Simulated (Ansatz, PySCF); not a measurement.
This PySCF input computes a CCSD(T)/cc-pVDZ energy:

```python
from pyscf import gto, scf, mp, cc as ccmod

mol = gto.M(
    atom='''
    C    -2.01841049   -0.14915554    0.27296694
    C    -0.77198483    0.03139212    0.05420311
    C     0.55209102    0.04112125   -0.07484739
    C     1.76745567    0.06286254   -0.20057397
    H     2.82509178    0.08267773   -0.31049218
    ''',
    basis='cc-pvdz',
    charge=0,
    spin=1,
    verbose=4,
)

mf = scf.UHF(mol)
mf.conv_tol = 1e-10
mf.max_cycle = 100
mf.kernel()
mo, _, stable, _ = mf.stability(return_status=True)
if not stable:
    mf.kernel(mf.make_rdm1(mo, mf.mo_occ))
mp2 = mp.MP2(mf, frozen=4).run()
cc = ccmod.CCSD(mf, frozen=4)
cc.max_cycle = 100
cc.kernel()
et = cc.ccsd_t()
print(f'E(CCSD(T)) = {cc.e_tot + et:.9f}')
```

Problem. Write an input for the same energy in Ansatz (a program for electronic structure) and say what it gives.

Solution. 
Ansatz 0.2 input:
```yaml
crystal:
  periodic: [false, false, false]
  atoms:
    - {symbol: C, position_ang: [-2.01841049, -0.14915554, 0.27296694]}
    - {symbol: C, position_ang: [-0.77198483, 0.03139212, 0.05420311]}
    - {symbol: C, position_ang: [0.55209102, 0.04112125, -0.07484739]}
    - {symbol: C, position_ang: [1.76745567, 0.06286254, -0.20057397]}
    - {symbol: H, position_ang: [2.82509178, 0.08267773, -0.31049218]}
basis:
  gaussian:
    orbitals: cc-pVDZ
magnetization: {spin_polarized: true, initial_magnetization: 1}
correlation: {method: ccsd_t, electrons: outside_noble_gas}
```
It gives -152.33683 Eh, and PySCF -152.33684 Eh, a difference of 0.01 mEh.

It need not be the lowest isomer of its formula.
